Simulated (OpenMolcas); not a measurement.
## Which level was it?

The species is WO3 (4 atoms), meant as a singlet with charge 0. SMILES: `[O]=[W](=[O])=[O]`. Geometry: relaxed at PBE0-D4/def2-TZVP.

```csv
atom,x (Å),y (Å),z (Å)
O,-0.2375,0.2652,1.5550
W,-0.3664,-0.2837,-0.0652
O,1.0717,-1.1433,-0.4339
O,-0.4122,1.1015,-1.0763
```

A calculation with OpenMolcas 26.06 gave:

The total energy is -292.4372 Eh. The dipole moment is 5.85 D and the HOMO energy is -10.66 eV. The LUMO energy is -4.26 eV, the HOMO–LUMO gap is 6.40 eV and the largest force is 0.325 eV/Å.

Question: Which of these levels gave the numbers?
A. M06-2X/def2-SVPD (core potential)
B. PBE/def2-SVPD (core potential)
C. M06-L/def2-SVPD (core potential)
D. TPSS/def2-SVPD (core potential)

Answer: A. The others give -292.5218 Eh (PBE/def2-SVPD (core potential)), -292.7319 Eh (TPSS/def2-SVPD (core potential)), -292.6900 Eh (M06-L/def2-SVPD (core potential)).
